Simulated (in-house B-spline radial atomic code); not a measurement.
The numbers below are computed, except where a source is named.
Making a Troullier-Martins p channel for Zn, r_c = 0.67 bohr

Zn, [Ar] 3d10 4s2, non-relativistic PBE, spherical and spin-unpolarised, from an all-electron radial atomic-structure program (B-spline basis) (atomic units). The all-electron 3p level is ε = -3.027097 hartree, its outermost node lies just inside 0.26 bohr and its outer maximum at 0.60 bohr.

Inside r_c the pseudo-orbital is u(r) = r^2 exp(p(r)), with p = c0 + c2 r² + c4 r⁴ + … + c12 r¹². The seven coefficients follow from p and its first four derivatives at r_c, from zero curvature of the screened potential at the origin, c4 = −c2²/(2l + 5), and from the norm inside r_c. At r_c the all-electron orbital has P = 1.242029, P' = -0.7838216, the screened potential V = -8.503622, V' = 29.24646, V'' = -131.1821, and the norm inside is Q = 0.4841263.

**Question.** What are p, p' and p'' at r_c?

**Answer.** p = ln(P/r_c^2) = ln(1.242029/0.4489) = 1.01770. p' = P'/P − 2/r_c = -0.63108 − 2.98507 = -3.61616. The radial equation gives p'' = 2(V − ε) − 2(2) p'/r_c − p'² = -10.95305 − (-21.58899) − 13.07658 = -2.44064. Differentiating, p''' = 2V' + 2(2)p'/r_c² − 2(2)p''/r_c − 2p'p'' = 23.19, and p'''' = 2V'' − 4(2)p'/r_c³ + 4(2)p''/r_c² − 2(2)p'''/r_c − 2p''² − 2p'p''' = -192.32.

For a trial c2 the five matching conditions are linear in c0, c6, c8, c10 and c12, and c2 is varied until the norm inside r_c equals Q. The root nearest zero gives:

| n | c_n |
| --- | --- |
| 0 | 2.12727 |
| 2 | -1.691577 |
| 4 | -0.4087759 |
| 6 | -17.16832 |
| 8 | 57.28632 |
| 10 | -72.03794 |
| 12 | 33.25223 |

**Question.** Check c4 and p(r_c), and find the screened pseudopotential at the origin.

**Answer.** −c2²/7 = -0.408776, as listed. The terms c_n r_c^n are 2.12727, -0.75935, -0.08237, -1.55302, 2.32621, -1.31313, 0.27209, which sum to 1.01770. Inverting the radial equation, V_l(r) = ε + 2 p'/r + (p'' + p'²)/2, so V_l(0) = ε + (2l + 3) c2 = -3.027097 + 5 × (-1.69158) = -11.4850 hartree, finite where the all-electron potential diverges.

Orbitals and screened potentials:

| r (bohr) | P | u | V all-electron | V pseudo |
| --- | --- | --- | --- | --- |
| 0.067 | -0.4845 | 0.03739 | -348.7 | -11.49 |
| 0.168 | -0.5465 | 0.2257 | -103.3 | -11.79 |
| 0.268 | 0.1212 | 0.53 | -50.22 | -12.93 |
| 0.369 | 0.7641 | 0.8769 | -28.77 | -14.53 |
| 0.469 | 1.137 | 1.149 | -18.33 | -14.64 |
| 0.57 | 1.269 | 1.269 | -12.22 | -11.98 |
| 0.67 | 1.242 | 1.242 | -8.504 | -8.504 |

Logarithmic derivatives P'/P at R = 0.97 bohr, for energies E around ε:

| E − ε (hartree) | all-electron | pseudo |
| --- | --- | --- |
| -0.5 | -0.755352 | -0.75582 |
| -0.25 | -1.20689 | -1.20702 |
| -0.1 | -1.51576 | -1.51577 |
| 0 | -1.74075 | -1.74073 |
| 0.1 | -1.9833 | -1.98331 |
| 0.25 | -2.38536 | -2.38557 |
| 0.5 | -3.18406 | -3.18531 |

**Question.** With P(R) = 0.8397364 and a norm of 0.8229316 inside R, what slope in energy does norm conservation fix?

**Answer.** d(P'/P)/dE = −2 × (norm inside R)/P(R)² = -2.3340 per hartree·bohr at E = ε, for both atoms, since orbital and norm agree at R. Differences over ±0.1 hartree give -2.3377 (all-electron) and -2.3377 (pseudo), which also hold third-order terms. Half a hartree below ε the two curves differ by -0.0005.
